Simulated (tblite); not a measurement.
Species: C4H12OSi2.
Bonds: C1–Si2, Si2–C3, Si2–Si4, Si4–C5, C5–C6, C6–O7 (double). Hydrogens: H8, H9, H10 on C1; H11 on Si2; H12, H13, H14 on C3; H15, H16 on Si4; H17, H18 on C5; H19 on C6.

Computed with GFN2-xTB (tblite), gas phase: L-BFGS steps from a force-field or distance-geometry start until the largest atomic force falls under 0.01 eV/Å.

Geometry at step 11:
```
atom  x, y, z in Å
C1     -1.0411    1.8207   -0.3242
Si2    -0.9905    0.0044   -0.8901
C3     -2.6962   -0.8084   -0.6335
Si4     0.5419   -1.2073    0.3826
C5      2.3388   -0.6684   -0.0225
C6      2.6681    0.6919    0.4629
O7      1.9257    1.4271    1.0564
H8     -0.0999    2.3218   -0.5274
H9     -1.8305    2.3907   -0.8032
H10    -1.1988    1.8750    0.7486
H11    -0.6784   -0.0348   -2.3410
H12    -2.6909   -1.8460   -0.9515
H13    -3.4846   -0.3030   -1.1800
H14    -2.9693   -0.7956    0.4171
H15     0.5393   -2.6418    0.0120
H16     0.3696   -1.2028    1.8492
H17     2.4933   -0.6654   -1.1037
H18     3.0881   -1.3536    0.3797
H19     3.7055    1.0048    0.2266
```

Q: Give the atomic forces at this geometry.

A: 
```json
{"atom": "C1", "Fx (eV/Å)": "-0.017", "Fy (eV/Å)": "-0.040", "Fz (eV/Å)": "-0.011"}
{"atom": "Si2", "Fx (eV/Å)": "0.103", "Fy (eV/Å)": "-0.049", "Fz (eV/Å)": "0.117"}
{"atom": "C3", "Fx (eV/Å)": "0.038", "Fy (eV/Å)": "0.035", "Fz (eV/Å)": "0.005"}
{"atom": "Si4", "Fx (eV/Å)": "-0.034", "Fy (eV/Å)": "-0.048", "Fz (eV/Å)": "0.029"}
{"atom": "C5", "Fx (eV/Å)": "-0.108", "Fy (eV/Å)": "-0.057", "Fz (eV/Å)": "-0.012"}
{"atom": "C6", "Fx (eV/Å)": "-0.019", "Fy (eV/Å)": "0.017", "Fz (eV/Å)": "0.049"}
{"atom": "O7", "Fx (eV/Å)": "-0.022", "Fy (eV/Å)": "-0.122", "Fz (eV/Å)": "-0.066"}
{"atom": "H8", "Fx (eV/Å)": "0.007", "Fy (eV/Å)": "-0.009", "Fz (eV/Å)": "-0.015"}
{"atom": "H9", "Fx (eV/Å)": "-0.042", "Fy (eV/Å)": "0.010", "Fz (eV/Å)": "-0.046"}
{"atom": "H10", "Fx (eV/Å)": "-0.023", "Fy (eV/Å)": "0.018", "Fz (eV/Å)": "0.031"}
{"atom": "H11", "Fx (eV/Å)": "-0.042", "Fy (eV/Å)": "0.026", "Fz (eV/Å)": "0.046"}
{"atom": "H12", "Fx (eV/Å)": "0.021", "Fy (eV/Å)": "-0.007", "Fz (eV/Å)": "-0.023"}
{"atom": "H13", "Fx (eV/Å)": "-0.025", "Fy (eV/Å)": "0.043", "Fz (eV/Å)": "-0.044"}
{"atom": "H14", "Fx (eV/Å)": "-0.023", "Fy (eV/Å)": "0.005", "Fz (eV/Å)": "0.034"}
{"atom": "H15", "Fx (eV/Å)": "0.018", "Fy (eV/Å)": "0.073", "Fz (eV/Å)": "0.053"}
{"atom": "H16", "Fx (eV/Å)": "0.083", "Fy (eV/Å)": "0.042", "Fz (eV/Å)": "-0.161"}
{"atom": "H17", "Fx (eV/Å)": "0.053", "Fy (eV/Å)": "-0.044", "Fz (eV/Å)": "-0.018"}
{"atom": "H18", "Fx (eV/Å)": "-0.030", "Fy (eV/Å)": "-0.003", "Fz (eV/Å)": "-0.010"}
{"atom": "H19", "Fx (eV/Å)": "0.061", "Fy (eV/Å)": "0.110", "Fz (eV/Å)": "0.043"}
```

The largest, 0.19 eV/Å, acts on H16; the rms over all components is 0.053 eV/Å. The forces sum to zero within rounding, as they must for an isolated molecule in no field.

Q: Give the force on H16 in Eh/bohr and in nN.

A: 0.186 eV/Å ÷ 51.422 = 0.00362 Eh/bohr, and 0.186 eV/Å × 1.602 = 0.30 nN.

Q: How far is this geometry from the end of the optimisation?

A: 0.160 eV above it, and 0.490 Å rms away after alignment. The bonds farthest from their final lengths, with half the difference of the two atoms' forces along the bond (positive lengthens):

| bond | now (Å) | final (Å) | force along bond (eV/Å) |
| --- | --- | --- | --- |
| Si4–C5 | 1.919 | 1.938 | -0.03 |
| C5–C6 | 1.481 | 1.464 | +0.05 |
| Si4–H15 | 1.482 | 1.472 | -0.06 |
| Si2–H11 | 1.485 | 1.477 | +0.02 |
| C5–H18 | 1.092 | 1.085 | +0.01 |
| C6=O7 | 1.202 | 1.208 | -0.07 |

The angle farthest from its final value is Si4–C5–C6, 113.4° against 106.2°.

Of the 3 listed bonds off by 0.010 Å or more, this force points towards the final length in 1.

The cost below is that of the whole relaxation. The run took 2.5 s on Arm Neoverse N1, one thread, shared host.
